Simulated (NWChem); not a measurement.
System: C₃H₇NSi; SMILES C1([SiH3])=NCC1

Output (shortened):

```
             Northwest Computational Chemistry Package (NWChem) 7.3.0
             --------------------------------------------------------

 CS  symmetry detected

                             Geometry "geometry" -> ""
                             -------------------------

 Output coordinates in angstroms (scale by  1.889725989 to convert to a.u.)

  No.       Tag          Charge          X              Y              Z
 ---- ---------------- ---------- -------------- -------------- --------------
    1 Si                  14.0000     0.01493081     1.83721939     0.00000000
    2 C                    6.0000     0.00481876    -0.05728792     0.00000000
    3 N                    7.0000     1.05253748    -0.81441311     0.00000000
    4 C                    6.0000     0.21534598    -2.02782320     0.00000000
    5 C                    6.0000    -1.04892671    -1.13950088     0.00000000
    6 H                    1.0000    -1.39553921     2.33002959     0.00000000
    7 H                    1.0000     0.71216652     2.34544065     1.21779300
    8 H                    1.0000     0.71216652     2.34544065    -1.21779300
    9 H                    1.0000     0.37243571    -2.65456170    -0.89327800
   10 H                    1.0000     0.37243571    -2.65456170     0.89327800
   11 H                    1.0000    -1.68894358    -1.19214759    -0.89542200
   12 H                    1.0000    -1.68894358    -1.19214759     0.89542200

 Effective nuclear repulsion energy (a.u.)     209.4380630145

      Symmetry information
      --------------------

 Group name             Cs
 Group number              2
 Group order               2
 No. of unique centers     9

                                 NWChem DFT Module
                                 -----------------

 Summary of "ao basis" -> "ao basis" (spherical)
 ------------------------------------------------------------------------------
       Tag                 Description            Shells   Functions and Types
 ---------------- ------------------------------  ------  ---------------------
 Si                         cc-pvtz                 12       34   5s4p2d1f
 C                          cc-pvtz                 10       30   4s3p2d1f
 N                          cc-pvtz                 10       30   4s3p2d1f
 H                          cc-pvtz                  6       14   3s2p1d

      Symmetry analysis of basis
      --------------------------

        a'        155
        a"         97

            General Information
            -------------------
          SCF calculation type: DFT
          Wavefunction type:  closed shell.
          No. of atoms     :    12
          No. of electrons :    46
           Alpha electrons :    23
            Beta electrons :    23
          Charge           :     0
          Spin multiplicity:     1
          Use of symmetry is: on ; symmetry adaption is: on
          Maximum number of iterations: 150
          AO basis - number of functions:   252
                     number of shells:    94
          Convergence on energy requested:  1.00D-06
          Convergence on density requested:  1.00D-05
          Convergence on gradient requested:  5.00D-04

              XC Information
              --------------
                         B3LYP Method XC Potential
                     Hartree-Fock (Exact) Exchange  0.200
                        Slater Exchange Functional  0.800 local
                    Becke 1988 Exchange Functional  0.720 non-local
              Lee-Yang-Parr Correlation Functional  0.810
                  VWN I RPA Correlation Functional  0.190 local

             Grid Information
             ----------------
          Grid used for XC integration:  medium
          Radial quadrature: Mura-Knowles
          Angular quadrature: Lebedev.
          Tag              B.-S. Rad. Rad. Pts. Rad. Cut. Ang. Pts.
          ---              ---------- --------- --------- ---------
          Si                  1.10       88          12.0       590
          C                   0.70       49          12.0       434
          N                   0.65       49          11.0       434
          H                   0.35       45          13.0       434
          Grid pruning is: on
          Number of quadrature shells:   464
          Spatial weights used:  Erf1

      Superposition of Atomic Density Guess
      -------------------------------------

 Sum of atomic energies:        -459.66071803

      Non-variational initial energy
      ------------------------------

 Total energy =    -462.626195
 1-e energy   =   -1045.098906
 2-e energy   =     373.034648
 HOMO         =      -0.298228
 LUMO         =      -0.035357

      Symmetry analysis of molecular orbitals - initial
      -------------------------------------------------

  Numbering of irreducible representations:

     1 a'          2 a"

  Orbital symmetries:

     1 a'          2 a'          3 a'          4 a'          5 a'
     6 a'          7 a"          8 a'          9 a'         10 a'
    11 a'         12 a'         13 a'         14 a'         15 a"
    16 a'         17 a'         18 a"         19 a"         20 a'
    21 a"         22 a'         23 a'         24 a"         25 a'
    26 a'         27 a'         28 a"         29 a'         30 a'
    31 a"         32 a'         33 a'

------------------------------------------------------------
EAF file 0: "./job.aoints.0" size=956825600 bytes
------------------------------------------------------------
               write      read    awrite     aread      wait
               -----      ----    ------     -----      ----
     calls:     1825         0         0         0         0
   data(b): 9.57e+08  0.00e+00  0.00e+00  0.00e+00
   time(s): 0.00e+00  0.00e+00  0.00e+00  0.00e+00  0.00e+00
rate(mb/s): 0.00e+00  0.00e+00
------------------------------------------------------------

     ---------------------------------------------
      Total Density - Mulliken Population Analysis
     ---------------------------------------------

    Atom       Charge   Shell Charges
 -----------   ------   -------------------------------------------------------
    1 Si  14    13.79   2.00  1.93  0.89  0.15  0.32  5.49  1.53  0.58  0.69  0.11  0.08  0.02
    2 C    6     5.86   1.95  0.87  0.19  0.33  0.69  1.33  0.37  0.03  0.08  0.01
    3 N    7     7.45   1.95  1.01  0.23  0.44  0.99  1.86  0.92  0.01  0.05  0.00
    4 C    6     6.18   1.95  0.87  0.18  0.38  0.74  1.47  0.48  0.02  0.08  0.01
    5 C    6     6.37   1.95  0.88  0.18  0.34  0.79  1.58  0.55  0.01  0.07  0.01
    6 H    1     1.02   0.23  0.51  0.27  0.00  0.01  0.00
    7 H    1     1.02   0.22  0.51  0.27  0.00  0.01  0.00
    8 H    1     1.02   0.22  0.51  0.27  0.00  0.01  0.00
    9 H    1     0.84   0.24  0.43  0.14  0.01  0.02  0.00
   10 H    1     0.84   0.24  0.43  0.14  0.01  0.02  0.00
   11 H    1     0.80   0.24  0.41  0.13  0.01  0.02  0.00
   12 H    1     0.80   0.24  0.41  0.13  0.01  0.02  0.00

   convergence    iter        energy       DeltaE   RMS-Dens  Diis-err
 ---------------- ----- ----------------- --------- --------- ---------
 d= 0,ls=0.0,diis     1   -462.7269237643 -6.72D+02  3.34D-03  8.02D-01
 d= 0,ls=0.0,diis     2   -462.6947949565  3.21D-02  2.23D-03  9.41D-01
 d= 0,ls=0.0,diis     3   -462.7689676592 -7.42D-02  8.42D-04  3.22D-01
 d= 0,ls=0.0,diis     4   -462.8023874311 -3.34D-02  1.37D-04  3.22D-03
 d= 0,ls=0.0,diis     5   -462.8026885091 -3.01D-04  4.98D-05  7.96D-04
  Resetting Diis
 d= 0,ls=0.0,diis     6   -462.8027802133 -9.17D-05  1.08D-05  2.14D-05
 d= 0,ls=0.0,diis     7   -462.8027829928 -2.78D-06  5.03D-06  1.22D-06
 d= 0,ls=0.0,diis     8   -462.8027828770  1.16D-07  3.10D-06  2.25D-06

         Total DFT energy =     -462.802782877004
      One electron energy =    -1049.418040556611
           Coulomb energy =      423.889305262446
    Exchange-Corr. energy =      -46.712110597349
 Nuclear repulsion energy =      209.438063014511

 Numeric. integr. density =       46.000004254088

                  Occupations of the irreducible representations
                  ----------------------------------------------

                     irrep           alpha         beta
                     --------     --------     --------
                     a'               18.0         18.0
                     a"                5.0          5.0

                       DFT Final Molecular Orbital Analysis
                       ------------------------------------

 Vector   21  Occ=2.000000D+00  E=-3.128845D-01  Symmetry=a'
              MO Center=  2.0D-02, -5.7D-01, -3.3D-14, r^2= 3.6D+00
   Bfn.  Coefficient  Atom+Function         Bfn.  Coefficient  Atom+Function
  ----- ------------  ---------------      ----- ------------  ---------------
    10      0.228677   1 Si py               43     -0.217443   2 C  py
   133      0.189871   5 C  py               40     -0.186177   2 C  py
   130      0.159306   5 C  py              103     -0.150093   4 C  py
    72     -0.134285   3 N  px              136      0.133562   5 C  py
   100     -0.126557   4 C  py              102      0.122710   4 C  px

 Vector   22  Occ=2.000000D+00  E=-2.992507D-01  Symmetry=a"
              MO Center=  4.5D-01, -4.7D-01, -8.2D-14, r^2= 3.1D+00
   Bfn.  Coefficient  Atom+Function         Bfn.  Coefficient  Atom+Function
  ----- ------------  ---------------      ----- ------------  ---------------
    74      0.269319   3 N  pz               44      0.235783   2 C  pz
    71      0.217593   3 N  pz               77      0.199997   3 N  pz
    47      0.190901   2 C  pz               41      0.189080   2 C  pz
   198      0.120535   9 H  s               212     -0.120535  10 H  s
    11     -0.094766   1 Si pz              170     -0.088490   7 H  s

 Vector   23  Occ=2.000000D+00  E=-2.621540D-01  Symmetry=a'
              MO Center=  6.5D-01, -6.9D-01, -4.7D-15, r^2= 2.3D+00
   Bfn.  Coefficient  Atom+Function         Bfn.  Coefficient  Atom+Function
  ----- ------------  ---------------      ----- ------------  ---------------
    75      0.327816   3 N  px               72      0.301536   3 N  px
    69      0.250527   3 N  px               46     -0.173574   2 C  py
    66      0.158993   3 N  s               132      0.146577   5 C  px
    10      0.122738   1 Si py              129      0.119640   5 C  px
   102     -0.117237   4 C  px               42     -0.116239   2 C  px

 Vector   24  Occ=0.000000D+00  E=-3.816568D-02  Symmetry=a"
              MO Center=  2.6D-01, -1.7D-05, -9.3D-15, r^2= 3.3D+00
   Bfn.  Coefficient  Atom+Function         Bfn.  Coefficient  Atom+Function
  ----- ------------  ---------------      ----- ------------  ---------------
    17      0.407244   1 Si pz               77     -0.371871   3 N  pz
   171     -0.359662   7 H  s               185      0.359662   8 H  s
    47      0.293568   2 C  pz               44      0.287411   2 C  pz
    74     -0.279223   3 N  pz               71     -0.228400   3 N  pz
    41      0.201105   2 C  pz              199     -0.170768   9 H  s

 Vector   25  Occ=0.000000D+00  E= 2.087365D-02  Symmetry=a'
              MO Center= -4.6D-01,  1.0D+00, -2.2D-16, r^2= 7.6D+00
   Bfn.  Coefficient  Atom+Function         Bfn.  Coefficient  Atom+Function
  ----- ------------  ---------------      ----- ------------  ---------------
    16      1.434498   1 Si py              128      1.241682   5 C  s
    38      0.980755   2 C  s                46      0.789517   2 C  py
    98      0.644581   4 C  s               227     -0.603880  11 H  s
   241     -0.603880  12 H  s               171     -0.579613   7 H  s
   185     -0.579613   8 H  s                15      0.321165   1 Si px

 Vector   26  Occ=0.000000D+00  E= 3.067298D-02  Symmetry=a'
              MO Center=  6.3D-02,  9.1D-01,  4.1D-15, r^2= 6.9D+00
   Bfn.  Coefficient  Atom+Function         Bfn.  Coefficient  Atom+Function
  ----- ------------  ---------------      ----- ------------  ---------------
    38     -1.201401   2 C  s                15      1.110400   1 Si px
   157      1.092551   6 H  s               128      0.901894   5 C  s
    98      0.790113   4 C  s                16     -0.656532   1 Si py
   227     -0.423508  11 H  s               241     -0.423508  12 H  s
   171     -0.350216   7 H  s               185     -0.350216   8 H  s

------------------------------------------------------------
EAF file 0: "./job.aoints.0" size=1457520640 bytes
------------------------------------------------------------
               write      read    awrite     aread      wait
               -----      ----    ------     -----      ----
     calls:     2780         7         0     19453     19453
   data(b): 1.46e+09  3.67e+06  0.00e+00  1.02e+10
   time(s): 0.00e+00  0.00e+00  0.00e+00  0.00e+00  0.00e+00
rate(mb/s): 0.00e+00  0.00e+00
------------------------------------------------------------

     ---------------------------------------------
      Total Density - Mulliken Population Analysis
     ---------------------------------------------

    Atom       Charge   Shell Charges
 -----------   ------   -------------------------------------------------------
    1 Si  14    13.75   2.00  1.86  0.84  0.22  0.26  5.53  1.59  0.62  0.55  0.14  0.12  0.03
    2 C    6     6.08   1.95  0.80  0.19  0.34  0.84  1.41  0.42  0.03  0.09  0.01
    3 N    7     7.18   1.94  0.94  0.24  0.43  0.99  1.69  0.88  0.01  0.06  0.00
    4 C    6     6.06   1.96  0.78  0.19  0.31  0.86  1.43  0.41  0.02  0.08  0.01
    5 C    6     6.20   1.96  0.79  0.18  0.31  0.88  1.49  0.50  0.02  0.07  0.01
    6 H    1     1.04   0.25  0.52  0.26  0.00  0.01  0.00
    7 H    1     1.03   0.25  0.52  0.25  0.00  0.01  0.00
    8 H    1     1.03   0.25  0.52  0.25  0.00  0.01  0.00
    9 H    1     0.91   0.28  0.48  0.13  0.01  0.02  0.00
   10 H    1     0.91   0.28  0.48  0.13  0.01  0.02  0.00
   11 H    1     0.90   0.27  0.46  0.12  0.01  0.02  0.00
   12 H    1     0.90   0.27  0.46  0.12  0.01  0.02  0.00

     -------------------------------------------
      Total Density - Lowdin Population Analysis
     -------------------------------------------

    Atom       Charge   Shell Charges
 -----------   ------   -------------------------------------------------------
    1 Si  14    13.55   1.99  1.38  0.68  0.47  0.28  4.78  1.42  1.15  0.83  0.36  0.12  0.08
    2 C    6     6.26   1.58  0.59  0.37  0.27  0.78  1.33  0.74  0.04  0.49  0.07
    3 N    7     6.79   1.58  0.72  0.44  0.37  0.94  1.58  0.96  0.01  0.18  0.02
    4 C    6     6.01   1.57  0.55  0.34  0.23  0.77  1.32  0.70  0.03  0.44  0.06
    5 C    6     5.95   1.57  0.55  0.33  0.23  0.78  1.35  0.72  0.03  0.35  0.04
    6 H    1     1.11   0.25  0.48  0.31  0.00  0.07  0.01
    7 H    1     1.11   0.25  0.48  0.30  0.00  0.07  0.01
    8 H    1     1.11   0.25  0.48  0.30  0.00  0.07  0.01
    9 H    1     1.03   0.26  0.41  0.18  0.02  0.13  0.03
   10 H    1     1.03   0.26  0.41  0.18  0.02  0.13  0.03
   11 H    1     1.02   0.25  0.40  0.18  0.02  0.14  0.03
   12 H    1     1.02   0.25  0.40  0.18  0.02  0.14  0.03

     Multipole analysis of the density
     ---------------------------------

     L   x y z        total         alpha         beta         nuclear
     -   - - -        -----         -----         ----         -------
     0   0 0 0     -0.000000    -23.000000    -23.000000     46.000000

     1   1 0 0     -0.805737     -0.402868     -0.402868     -0.000000
     1   0 1 0     -0.244475     -0.122238     -0.122238     -0.000000
     1   0 0 1      0.000000      0.000000      0.000000      0.000000

[...]
```

Level: B3LYP/cc-pVTZ. Coordinates come from a PBE0/def2-SVP optimisation. No frequency run checked for a minimum.

### Question
Which NWChem input produces such a log?

### Answer
One answer among several that fit: the input that was run:
```
start job
memory heap 200 mb stack 900 mb global 1100 mb
geometry units angstroms noautoz
  Si     0.019434     1.836387     0.000000
  C     -0.004029    -0.058002     0.000000
  N      1.038328    -0.822492     0.000000
  C      0.192606    -2.029972     0.000000
  C     -1.065375    -1.132762     0.000000
  H     -1.387528     2.339125     0.000000
  H      0.720234     2.339682     1.217793
  H      0.720234     2.339682    -1.217793
  H      0.345275    -2.657802    -0.893278
  H      0.345275    -2.657802     0.893278
  H     -1.705747    -1.180897    -0.895422
  H     -1.705747    -1.180897     0.895422
end
basis spherical
  * library cc-pvtz
end
dft
  xc b3lyp
  iterations 150
  semidirect filesize 400000000
  mulliken
end
task dft energy
```
